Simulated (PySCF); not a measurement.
# Induced dipoles and field energies

Compound: C6H8SSi.
Geometry (GFN2-xTB, Å), atoms numbered from 1 in this order:
```xyz
16
C6H8SSi angstrom
C     -2.551    1.884    0.646
C     -2.209    0.750    0.440
C     -1.760   -0.553    0.187
C     -2.433   -1.649    0.348
S     -3.076   -3.063    0.487
Si     0.015   -0.710   -0.517
C      1.151    0.277    0.646
C      2.591    0.325    0.149
H     -2.878    2.862    0.834
H      0.372   -2.129   -0.563
H     -0.004   -0.129   -1.865
H      1.134   -0.161    1.647
H      0.773    1.296    0.750
H      3.215    0.904    0.827
H      3.008   -0.677    0.078
H      2.645    0.782   -0.836
```

Level: CAM-B3LYP/def2-SVPD (PySCF); nuclei fixed, core orbitals frozen in the response. Permanent dipole (1.561, 0.757, 0.066) D (1 au = 2.5417 D). Static polarisability (au):

```
x   127.91  23.95  -6.83
y    23.95 163.65   1.06
z    -6.83   1.06  86.74
```

Only the terms in μ and α are kept: μ(F) = μ + αF and ΔE = −μ·F − ½ F·αF.

Apply 0.01 au along ±x, ±y and ±z in turn. Tabulate induced and total dipoles and both energy terms.

```csv
field along,induced x (D),induced y (D),induced z (D),total size (D),−μ·F (kJ/mol),−½F·αF (kJ/mol)
+x,3.251,0.609,-0.174,5.003,-16.124,-16.791
−x,-3.251,-0.609,0.174,1.713,+16.124,-16.791
+y,0.609,4.160,0.027,5.375,-7.819,-21.483
−y,-0.609,-4.160,-0.027,3.534,+7.819,-21.483
+z,-0.174,0.027,2.205,2.774,-0.682,-11.387
−z,0.174,-0.027,-2.205,2.849,+0.682,-11.387
```

For the field (-0.0040, 0.0040, 0.0050) au, what is the induced dipole, and what angle does it make with the field?

αF = (-1.144, 1.434, 1.183) D, at 10.1° to the field. The polarisability along this direction, F·αF/F², is 111.98 au, against a mean of 126.10 au.

Which field along μ doubles the dipole in that direction (linear response)?

The polarisability along the dipole is 152.99 au, so F = 0.6830 au / 152.99 au = 0.0045 au = 0.23 V/Å; higher-order terms are ignored.

What field makes μF equal to kT at 298 K?

kT = 0.9437 × 10⁻³ Eh, so F = 0.00138 au = 7.1 MV/cm.

Induction energy −ᾱe²/2R⁴ of a unit charge at 15 Å, the molecule taken as a point?

R = 28.35 bohr, so the energy is −126.1/(2 × 28.35⁴) Eh = -0.256 kJ/mol. The charge–dipole term at its most favourable orientation, −μe/R², is -2.23 kJ/mol.

Geometry: GFN2-xTB, one conformer, isolated molecule.
